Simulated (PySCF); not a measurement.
A structure optimised at PBE0-D3(BJ)/def2-SVP, used in a PySCF frequency run:

```
O
C 1 1.3987
C 1 1.3993 2 115.20
H 3 1.1015 1 106.58 2 -158.16
H 2 1.1070 1 112.61 3 -63.69
H 3 1.1077 4 107.23 1 -119.48
H 2 1.1083 5 107.02 1 -122.46
C 2 1.5109 5 108.75 7 -118.10
O 8 1.3937 2 108.17 5 57.11
C 9 1.3919 8 113.52 2 179.95
H 10 1.0990 9 108.01 8 179.95
H 10 1.1085 11 108.48 9 -121.64
H 10 1.1085 11 108.48 12 -116.74
H 8 1.1095 9 111.66 10 59.61
H 8 1.1097 14 106.84 9 122.26
C 3 1.5269 4 109.82 6 -118.40
O 16 1.3987 3 112.34 4 60.40
C 17 1.3953 16 114.80 3 -82.68
H 18 1.0991 17 107.64 16 -177.50
H 16 1.1016 17 106.72 18 156.89
H 18 1.1069 19 107.93 17 122.51
H 18 1.1081 19 108.37 21 116.46
H 16 1.1085 20 107.19 17 119.76
```

Problem. Write its SMILES and formula.

Solution. COCCOCCOC, C6H14O3

Problem. What are its rotational constants (standard atomic weights)?

Solution. 7.7074, 0.44076, 0.43201 GHz
